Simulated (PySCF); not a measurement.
CH₁₁NOSi₃, SMILES O[Si@@H]([SiH3])CN[SiH3].

Coordinates come from a B3LYP-D3(BJ)/def2-SVP optimisation. The structure was generated by enumeration; whether it is a known compound was not checked. One conformer was computed; it need not be the lowest.

Method: PBE/def2-TZVP (PySCF).

The molecule is in vacuum.

Computed frontier levels, gap, dipole moment:
```json
{
  "highest_occupied_level": "-5.40 eV",
  "lowest_empty_level": "-1.35 eV",
  "orbital_gap": "4.04 eV",
  "dipole_moment": "1.61 D",
  "quadrupole, principal values (traceless, Buckingham form, about the centre of nuclear charge)": "-5.46, -2.98, 8.44 D·Å"
}
```
